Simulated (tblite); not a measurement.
Compound: C6H7FN (doublet state).
SMILES with atom numbers: `[N:1]#[C:2][C@@H:3]1[CH2:4][CH:5][CH2:6][C@H:7]1[F:8]` (hydrogens: H9 on C3; H10, H11 on C4; H12 on C5; H13, H14 on C6; H15 on C7)

Computed geometry: GFN2-xTB, gas phase. This method treats the open shell by occupation alone, without spin polarisation.

(1) Give the optimised bond lengths and angles.

Results:

(1) 
```csv
bond,length (Å)
N1≡C2,1.143
C2–C3,1.441
C3–C4,1.544
C4–C5,1.478
C5–C6,1.481
C6–C7,1.530
C7–F8,1.380
C3–C7,1.540
C3–H9,1.094
C4–H10,1.095
C4–H11,1.099
C5–H12,1.071
C6–H13,1.095
C6–H14,1.099
C7–H15,1.095
```

A selection of angles:
```csv
angle,degrees
N1–C2–C3,179.2
C2–C3–C4,110.3
C2–C3–C7,110.0
C2–C3–H9,108.8
C4–C3–C7,104.6
C4–C3–H9,112.7
C7–C3–H9,110.4
C3–C4–C5,104.1
C3–C4–H10,112.1
C3–C4–H11,109.5
C5–C4–H10,112.8
C5–C4–H11,111.6
H10–C4–H11,106.8
C4–C5–C6,112.4
C4–C5–H12,123.8
C6–C5–H12,123.7
C5–C6–C7,104.6
C5–C6–H13,112.9
C5–C6–H14,112.0
C7–C6–H13,110.5
C7–C6–H14,110.0
H13–C6–H14,106.9
C6–C7–F8,110.0
C6–C7–H15,113.9
F8–C7–H15,105.9
C3–C7–C6,105.3
C3–C7–F8,108.7
C3–C7–H15,113.0
```

Dihedral angles: C2–C3–C4–C5 -92° (anticlinal); C3–C4–C5–C6 -12° (synperiplanar); C4–C5–C6–C7 -7° (synperiplanar); C5–C6–C7–F8 -94° (anticlinal); C2–C3–C7–C6 88° (synclinal).

C5 (carbon bonded to 2 C and H) is planar (angles 123.8°, 123.7° and 112.4°, sum 360.0°, 0.01 Å off the plane of its three neighbours). The 6 C–C bonds span 1.441 Å (C2–C3, drawn single) to 1.544 Å (C3–C4, drawn single), a spread of 0.103 Å. The 5-membered ring C3–C4–C5–C6–C7 has internal angles of 104.1° to 112.4°; it is puckered, 0.13 Å rms from its mean plane, widest ring torsion 31°.

Point group: C1 (no symmetry element, even within 0.4 Å). Its GFN2-xTB frequencies are all real (lowest 71 cm⁻¹).

One conformer stands for the species.
